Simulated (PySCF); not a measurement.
Bi: excitation energy

Bi [Xe] 4f14 5d10 6s2 6p3 (4S) → Bi [Xe] 4f14 5d10 6s1 6p3 7s1 (6S), as a difference of total energies. All numbers are calculated (PySCF 2.14, scalar relativity by spin-free X2C-1e, in aug-cc-pVTZ-DK3). Correlated levels: valence: [Xe] 4f14 5d10 frozen. The calculations carry no spin-orbit coupling.

```json
{"method": "UHF", "excitation energy (eV)": "11.329"}
{"method": "LDA", "excitation energy (eV)": "13.965"}
{"method": "PBE", "excitation energy (eV)": "13.637"}
{"method": "PBE0", "excitation energy (eV)": "13.330"}
{"method": "r2SCAN", "excitation energy (eV)": "13.406"}
{"method": "BHandHLYP", "excitation energy (eV)": "13.412"}
{"method": "M06-2X", "excitation energy (eV)": "13.085"}
{"method": "MP2 (valence)", "excitation energy (eV)": "12.112"}
{"method": "SCS-MP2 (valence)", "excitation energy (eV)": "12.442"}
```

Task: How much does correlation contribute at MP2 (valence)?

Result: 12.112 − (11.329) = 0.783 eV, measured against UHF.

Spin-orbit coupling is strong in these open shells (close to jj coupling). The scalar numbers leave it out and a first-order estimate fails, so it can dominate the gap to the real levels.

The upper state lies above the first ionisation limit. A Rydberg-like electron needs more diffuse functions than a valence basis has.

The promoted electron is Rydberg-like, and one or two diffuse shells describe it only roughly, which tends to raise the upper state.
